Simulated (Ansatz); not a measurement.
Isolated molecules relaxed with PBE0-D4/def2-TZVP in Ansatz; ΔE leaves out vibrations. CBS: MP2 limit from def2 TZ/QZ plus the TZ coupled-cluster correction, frozen cores. Double bonds are as drawn, so ΔE can hold a change between cis and trans. Functionals use def2-TZVPP. One conformer a species, not always the lowest.

Consider the cleavage of the Si–B bond: `CC#CB(O)[SiH3]` + `N/C=N/[SiH3]` → `[SiH3]/N=C\N[SiH3]` + `CC#CBO`.

(1) Is it downhill or uphill in electronic energy at CCSD(T)/CBS, and by how much? (An estimate is asked.)

(2) What do these levels give: PBE-D4, revPBE-D4, B97M-V, BLYP, HF/def2-SVP, CCSD(T)/def2-SVP? (Estimate.)

Largest T1 diagnostic among the species: 0.014.

Results:

(1) Ansatz gave: Downhill: ΔE = -11.1 kcal/mol.

(2) The calculation gave: PBE-D4 -7.0, revPBE-D4 -7.8, B97M-V -8.9, BLYP -8.2, HF/def2-SVP -11.5, CCSD(T)/def2-SVP -8.9 kcal/mol.

Leaving LDA and LC-ωPBE aside and taking each functional with its dispersion term where it has one, the values, not all of them listed here, spread over 5.4 kcal/mol, from BHLYP-D4 to PBE-D4. LDA lies −1.3 kcal/mol from PBE without D4. At CCSD(T), def2-SVP lies +2.2 kcal/mol from the extrapolated value and def2-TZVPP +0.5 kcal/mol. From PBE to PBE0 (25 % exact exchange), in def2-TZVPP and without D4, ΔE moves by −1.2 kcal/mol.
